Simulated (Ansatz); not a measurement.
Geometry optimisation, Ansatz 0.2.0, RKS PBE0/6-31G*.

input.yaml

```yaml
crystal:
  periodic: [false, false, false]
  atoms:
    - { symbol: B, position_ang: [0.009474, -0.318073, -0.110363] }
    - { symbol: H, position_ang: [-0.082234, -0.633833, 1.045642] }
    - { symbol: C, position_ang: [1.405863, -0.093973, -0.790179] }
    - { symbol: H, position_ang: [1.895598, -1.069185, -0.928722] }
    - { symbol: H, position_ang: [1.314441, 0.37458, -1.775066] }
    - { symbol: H, position_ang: [2.092909, 0.502457, -0.179627] }
    - { symbol: O, position_ang: [-1.113209, -0.322168, -0.873634] }
    - { symbol: H, position_ang: [-1.908158, -0.474408, -0.348943] }
    - { symbol: O, position_ang: [-0.158748, 1.931269, 1.205458] }
    - { symbol: H, position_ang: [0.741353, 2.284293, 1.154037] }
    - { symbol: H, position_ang: [-0.051489, 1.10284, 1.727097] }
basis:
  gaussian: { orbitals: "6-31G*" }
hamiltonian:
  xc: pbe0
relax:
  f_tol: 0.03
  max_steps: 50
```

Run as:

```bash
$ ansatz run input.yaml --threads 1 --pin off --max-ram 2048MiB --backend cpu --events-out ev --progress --plain --runs-dir out
```

Question: Where does it end, and by what steps?

Answer: It converged. After 32 steps the energy has fallen by 0.127 eV; H10 moved furthest, 1.46 Å.

| step | energy less start (eV) | largest force component (eV/Å) | accepted |
| --- | --- | --- | --- |
| 0 | 0.0000 | 0.817 | yes |
| 2 | -0.0110 | 1.306 | no |
| 4 | -0.0536 | 0.166 | yes |
| 6 | -0.0592 | 0.730 | no |
| 8 | -0.0729 | 0.215 | yes |
| 10 | -0.0763 | 0.152 | yes |
| 12 | -0.0868 | 0.090 | yes |
| 14 | -0.0894 | 0.113 | yes |
| 16 | -0.0935 | 0.111 | yes |
| 18 | -0.0958 | 0.072 | yes |
| 20 | -0.0994 | 0.227 | yes |
| 22 | -0.1084 | 0.120 | yes |
| 24 | -0.1132 | 0.072 | yes |
| 26 | -0.1067 | 0.878 | no |
| 28 | -0.1239 | 0.198 | yes |
| 30 | -0.1264 | 0.103 | yes |
| 32 | -0.1270 | 0.023 | yes |

```xyz
11
Properties=species:S:1:pos:R:3
B 0.016 -0.366 -0.014
H -0.203 -1.149 0.874
C 1.471 -0.117 -0.564
H 1.759 -0.975 -1.188
H 1.546 0.772 -1.203
H 2.223 -0.055 0.231
O -1.037 0.095 -0.777
H -1.875 -0.226 -0.426
O -0.043 1.537 1.361
H -0.557 1.877 0.614
H 0.846 1.890 1.218
```

Whether the end is a true minimum wasn't checked by a vibrational analysis.

Time of the run: 51 s on 1 thread of Intel(R) Xeon(R) 6975P-C (Granite Rapids), on a shared host, peak memory 0.17 GiB.
